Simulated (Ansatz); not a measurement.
Two isomers of CH8AlBOSi: A = `[CH3][Al]([SiH3])[BH]O`, B = `[BH2][AlH][O][SiH2]C`.

Gas-phase electronic energies from Ansatz, PBE0-D4/def2-TZVP geometries. CCSD(T)/CBS adds triple-zeta CCSD(T) − MP2 to the extrapolated MP2 energy (def2 sets, frozen cores). DFT in def2-TZVPP. B3LYP here is the variant with VWN-RPA as its local correlation; programs differ in this. One conformer a species, not always the lowest.

A:

Z-matrix (Å, degrees):
```
C
Al 1 1.956
H 1 1.092 2 113.1
H 1 1.096 2 110.4 3 -121.0
H 1 1.095 2 110.9 3 121.6
Si 2 2.480 1 119.0 3 -177.9
B 2 2.170 1 128.5 3 2.5
H 6 1.500 2 110.8 1 -178.9
H 6 1.493 2 113.7 1 -60.1
H 6 1.493 2 113.6 1 62.4
O 7 1.355 2 118.7 1 179.1
H 7 1.204 2 127.5 1 -1.0
H 11 0.963 7 113.9 2 0.1
```

B:

```xyz
13

B    -2.6985   -1.3227    1.5554
Al   -0.9099   -1.6961    0.4760
O     0.1502   -0.4093    0.2129
Si    1.0062    0.9689    0.1025
C     1.6842    1.1953   -1.6163
H    -2.7720   -1.4321    2.7479
H    -3.7215   -0.9902    1.0239
H    -0.4810   -3.1060   -0.1197
H     0.1349    2.1290    0.4514
H     2.1255    0.9254    1.0858
H     2.2656    2.1197   -1.6773
H     0.8783    1.2541   -2.3520
H     2.3381    0.3640   -1.8907
```

Q: Which isomer does CCSD(T)/CBS put lower? Give the gap. (Best estimate.)

A: The calculation gave: B, by 115.2 kJ/mol.

Q: Give E(B) − E(A) in kJ/mol with CCSD/def2-TZVPP, CCSD(T)/def2-TZVPP, MP2/def2-TZVPP, HF/def2-TZVPP, B3LYP, r2SCAN-D4, B2PLYP. (An estimate is asked.)

A: The calculation gave: CCSD/def2-TZVPP -120.6, CCSD(T)/def2-TZVPP -112.1, MP2/def2-TZVPP -124.6, HF/def2-TZVPP -160.3, B3LYP -112.4, r2SCAN-D4 -104.8, B2PLYP -119.5. None reverses the order clearly.

Largest T1 diagnostic: 0.014.

In def2-TZVPP, CCSD(T) changes the Hartree–Fock value by +48.2 kJ/mol (the triples alone add +8.4 kJ/mol) and MP2 by +35.8 kJ/mol. From PBE to PBE0 (25 % exact exchange), in def2-TZVPP and without D4, E(B) − E(A) moves by −17.3 kJ/mol.
